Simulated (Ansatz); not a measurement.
# PdH (charge +1): shapes and states compared

Program: Ansatz, Gaussian basis, development build. Basis cc-pwCVTZ-PP on Pd, cc-pVTZ on H, scalar-relativistic core potentials (28 electrons on Pd), no spin–orbit coupling, no frozen core; active space CAS(10,7). Restricted Hartree–Fock, then the lowest state-specific CASSCF solution met for each case. Coupled cluster stands on the determinant that it favours, not always the lowest RHF. Single-reference values can break down or jump between states where bonds are stretched. Unlike active orbitals can shift such differences by tenths of an eV, at times by over 1 eV.

Case A, triplet: bond length 1.5290 Å.

Case B, singlet: the shape of A.

Energy less that of case A, in eV:

| case | RHF/ROHF | CASSCF | CCSD(T) |
| --- | --- | --- | --- |
| B | -0.079 | -1.257 | -1.051 |

Problem. What does SC-NEVPT2 give for these differences?

Solution. B: -0.587 eV (-13.5 kcal/mol).

Problem. Which case is lowest, and do the methods agree?

Solution. B is lowest in SC-NEVPT2. Of the methods shown, RHF/ROHF, CASSCF, CCSD(T) agree.
